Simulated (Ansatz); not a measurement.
**Question.** Name a neutral molecule of F, S, Zr and H with size of the dipole moment (PBE/def2-TZVPP) between 1.00 and 1.30 D and HOMO energy (PBE/def2-TZVPP) between -6.70 and -6.40 eV (Ansatz, PBE0-D4/def2-TZVP geometry).

**Answer.** `[F][Zr]([SH])([SH])[SH]` (1.27 D, -6.68 eV). Other molecules can fit too; these were computed, each in one conformer that needn't be the lowest.
